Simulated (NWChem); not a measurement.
silanone (SiH₂O); SMILES O=[SiH2]

Program: NWChem. Geometry: optimised at PBE-D3(BJ)/def2-SVP. Total energies of different functionals are on different scales.

```tsv
level	energy (Ha)	highest occupied level (eV)	orbital gap (eV)	dipole (D)
B3LYP/def2-SVP	-365.7622	-7.76	5.54	3.37
PBE/def2-SVP	-365.5122	-6.50	3.58	3.08
LC-wPBE (HJS exchange hole, range parameter 0.4 per bohr)/def2-SVP	-365.5686	-10.77	11.07	3.61
BP86/def2-SVP	-365.7724	-6.62	3.61	3.10
PW6B95/def2-SVP	-366.0794	-8.18	6.20	3.43
B97-D/def2-SVP	-365.6966	-6.50	(withheld)	(withheld)
TPSSh/def2-SVP	-365.7600	-7.25	4.81	3.29
```

**Question.** Some entries are withheld; supply them.

**Answer.** 
- B97-D/def2-SVP, orbital gap (eV): 3.69
- B97-D/def2-SVP, dipole (D): 3.17
